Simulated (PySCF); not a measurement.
Ligand exchange on a metal centre used in film growth or etching (Ti Cl-Br). Gas-phase values, no solvent.

The dipole moment from two functionals at the same geometries (BP86-D3(BJ)/def2-SVP), both in PySCF: PBE-D3(BJ)/def2-TZVP and TPSSh-D3(BJ)/def2-TZVP. 

| species | PBE-D3(BJ)/def2-TZVP (D) |
|---|---|
| 0 of 4 Cl replaced by Br ([Ti(Cl)4]) | 0.00 |
| 1 of 4 Cl replaced by Br ([Ti(Cl)3(Br)]) | 0.22 |
| 2 of 4 Cl replaced by Br ([Ti(Cl)2(Br)2]) | 0.24 |
| 3 of 4 Cl replaced by Br ([Ti(Cl)(Br)3]) | 0.20 |
| 4 of 4 Cl replaced by Br ([Ti(Br)4]) | 0.00 |

Question: What does TPSSh-D3(BJ)/def2-TZVP give for each?

Answer: 
- 0 of 4 Cl replaced by Br ([Ti(Cl)4]): 0.00
- 1 of 4 Cl replaced by Br ([Ti(Cl)3(Br)]): 0.20
- 2 of 4 Cl replaced by Br ([Ti(Cl)2(Br)2]): 0.22
- 3 of 4 Cl replaced by Br ([Ti(Cl)(Br)3]): 0.18
- 4 of 4 Cl replaced by Br ([Ti(Br)4]): 0.00
Over these rows, drawn at random from the members with no instability flagged (it was tested for open shells, ions and some series alone), PBE minus TPSSh-D3(BJ): mean +0.01 D, from 0.00 D to +0.02 D.
